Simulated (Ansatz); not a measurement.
Calculated with Ansatz (gas phase, PBE0-D4/def2-TZVP geometries, no zero-point term in ΔE). CBS: MP2 limit from def2 TZ/QZ plus the TZ coupled-cluster correction, frozen cores. This one scheme is used for every species, atoms too. Functionals use def2-TZVPP. Open shells (•) are unrestricted, without spin–orbit coupling. Spin–orbit coupling would lower the free atoms: a little for C, O, Si. One conformer a species, not always the lowest.

Reaction (atomization): `CO[SiH]1C=N1` → 2 C• + 5 H• + N• + O• + Si•

`CO[SiH]1C=N1`:

```xyz
10

C     0.934   -1.182   -1.101
O     0.232   -0.795    0.061
Si   -0.220    0.724    0.417
C    -1.319    1.083    1.738
N    -1.928    1.136    0.602
H     1.654   -1.956   -0.830
H     0.239   -1.588   -1.840
H     1.477   -0.344   -1.551
H     0.680    1.698   -0.229
H    -1.748    1.224    2.733
```

CCSD(T)/CBS gives +3855.3 kJ/mol.

Q: Another level gave +3807.4 kJ/mol. Which?
A. CCSD(T)/def2-TZVPP
B. SCS-MP2/def2-TZVPP
C. ωB97X-V/def2-TZVPP
D. PBE/def2-TZVPP

A: B. SCS-MP2/def2-TZVPP 3807.4, PBE 3944.3, CCSD(T)/def2-TZVPP 3735.3, ωB97X-V 3875.6 kJ/mol.

Largest T1 diagnostic among the species: 0.013.

From PBE to PBE0 (25 % exact exchange), in def2-TZVPP and without D4, ΔE moves by −99.5 kJ/mol: exact exchange takes away binding that semilocal exchange gives to molecules. In def2-TZVPP, CCSD(T) changes the Hartree–Fock value by +1080.9 kJ/mol (the triples alone add +74.0 kJ/mol) and MP2 by +1169.3 kJ/mol; breaking electron pairs costs correlation energy, which Hartree–Fock lacks.

For atomizations the MP2-based limit and the directly extrapolated one differ by several kJ/mol either way, and by 10 to 25 for some Ge, Se and Sn compounds, so smaller differences from it don't rank the levels.
